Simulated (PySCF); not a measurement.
**From a computed spectrum to the compound**

A species of 5 atoms with charge 1 has these harmonic modes (PBE0, small Gaussian bases with core potentials, PySCF 2.14.0):

```json
{"cm⁻¹": "143", "km/mol": "1.0", "symmetry": "a1"}
{"cm⁻¹": "446", "km/mol": "211.7", "symmetry": "b2"}
{"cm⁻¹": "525", "km/mol": "190.2", "symmetry": "a1"}
{"cm⁻¹": "553", "km/mol": "0.0", "symmetry": "a2"}
{"cm⁻¹": "570", "km/mol": "436.6", "symmetry": "b1"}
{"cm⁻¹": "680", "km/mol": "188.2", "symmetry": "b2"}
{"cm⁻¹": "709", "km/mol": "74.7", "symmetry": "a1"}
{"cm⁻¹": "3927", "km/mol": "428.2", "symmetry": "b2"}
{"cm⁻¹": "3932", "km/mol": "307.5", "symmetry": "a1"}
```

Problem. Which species is it, and in which structure?

Solution. [Eu(OH)2]+ (singlet in the valence; each metal's 4f electrons, 6 of them, lie in its core potential, out of spins and levels):
```xyz
5

Eu    0.0000    0.0000   -0.2115
O     1.6384   -0.0339    0.9088
H     2.2876   -0.0473    1.6202
O    -1.6384    0.0339    0.9088
H    -2.2876    0.0473    1.6202
```
Ideal gas at 298.15 K and 1 bar: S = 312.0 J/(mol K), Cp = 68.3 J/(mol K), H − H(0 K) = 14.4 kJ/mol (rigid rotor, harmonic modes, spin degeneracy alone, that of the 4f electrons in the core included). An lcecp potential fixes the number of 4f electrons, so in runs with it no electron can move into or out of that shell.
 Other answers can fit too; this one was computed.
